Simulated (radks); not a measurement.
The numbers below are computed, except where a source is named.
Problem. Ionisation of neutral caesium, [Xe] 6s1, to [Xe] as the strength of local exchange is varied. Level of theory: scalar-relativistic Kohn-Sham, Slater X-alpha exchange (alpha = 2/3 is LDA exchange), no correlation, spin-polarised, spherical densities, finite nucleus; open shells are filled with parallel spins first (spin-orbit coupling, left out, can overturn this in heavy ions); Fermi nuclear charge, rms radius 4.8041 fm (a radial shooting solver on a logarithmic mesh with Libxc functionals).

| alpha | E(Cs) (hartree) | exchange (hartree) | IE (eV) | -e of the level emptied (eV) | <r> of it (bohr) |
|---|---|---|---|---|---|
| 0.654 | -7771.8226 | -177.0058 | 3.566 | 1.917 (6s) | 5.787 |
| 0.656 | -7772.3654 | -177.5588 | 3.573 | 1.924 (6s) | 5.781 |
| 0.667 | -7775.3516 | -180.6016 | 3.613 | 1.964 (6s) | 5.751 |
| 0.812 | -7814.8161 | -220.9131 | 4.158 | 2.511 (6s) | 5.392 |
| 0.831 | -7820.0013 | -226.2230 | 4.232 | 2.586 (6s) | 5.350 |
| ? | -7800.9140 | -206.6919 | 3.962 | 2.312 (6s) | 5.512 |

Which alpha was used in the last row?

Solution. alpha = 0.761. NIST Atomic Spectra Database: 3.894 eV (measured). The Delta-SCF value meets it near alpha = 0.74.
